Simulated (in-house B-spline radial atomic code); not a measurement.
Configurations of Ru II (Ru+), with energies counted from [Kr] (4d3/2)4 (4d5/2)3. All numbers are computed (Dirac-Hartree-Fock, average of each configuration as written; Fermi nucleus of rms radius 4.4809 fm) with a B-spline radial code for spherical atoms, not measured. Energies include first-order Breit, QED and recoil terms.

Occupations are held fixed; configurations that lie above the ionisation limit could autoionise.

```csv
configuration,E - E(ref) (eV),highest orbital,its <r> (bohr)
[Kr] (4d3/2)2 (4d5/2)5,0.69002,4d5/2,1.625
[Kr] (4d3/2)1 (4d5/2)5 7s1,13.591,7s1/2,12.4
[Ar] 3d10 4s2 (4p1/2)1 (4p3/2)4 (4d3/2)2 (4d5/2)5 5s1,50.519,5s1/2,3.054
[Ar] 3d10 4s2 (4p1/2)2 (4p3/2)3 (4d3/2)3 (4d5/2)4 (5p1/2)1,52.161,5p1/2,3.823
[Ar] 3d10 4s2 (4p1/2)2 (4p3/2)3 (4d3/2)2 (4d5/2)5 (6p1/2)1,58.331,6p1/2,8.359
[Ar] 3d10 4s2 (4p1/2)2 (4p3/2)3 (4d3/2)4 (4d5/2)3 (5f5/2)1,58.598,5f5/2,15.46
[Ar] 3d10 4s2 (4p1/2)2 (4p3/2)3 (4d3/2)3 (4d5/2)4 (6g7/2)1,60.542,6g7/2,21.99
```

(1) Order these further configurations by energy, lowest first.
A. [Ar] 3d10 4s2 (4p1/2)1 (4p3/2)4 (4d3/2)4 (4d5/2)3 (8f5/2)1
B. [Ar] 3d10 4s2 (4p1/2)1 (4p3/2)4 (4d3/2)4 (4d5/2)3 (5g9/2)1
C. [Kr] (4d3/2)2 (4d5/2)4 (6g9/2)1
D. [Ar] (3d3/2)3 (3d5/2)6 4s2 4p6 (4d3/2)4 (4d5/2)3 (8p1/2)1
E. [Kr] (4d3/2)4 (4d5/2)2 (7g7/2)1

(2) How far above the reference does [Kr] (4d3/2)3 (4d5/2)4 lie?

(3) How far above the reference does [Kr] (4d5/2)6 (8p3/2)1 lie?

(4) How far above the reference does [Ar] 3d10 4s2 (4p1/2)2 (4p3/2)3 (4d3/2)3 (4d5/2)4 (7f5/2)1 lie?

Answers

(1) E (14.739 eV), C (15.326 eV), B (64.5 eV), A (65.818 eV), D (298.78 eV).

(2) 0.47845 eV; its least bound orbital is 4d5/2 with <r> = 1.629 bohr.

(3) 14.857 eV; its least bound orbital is 8p3/2 with <r> = 21.89 bohr.

(4) 60.933 eV; its least bound orbital is 7f5/2 with <r> = 33.35 bohr.
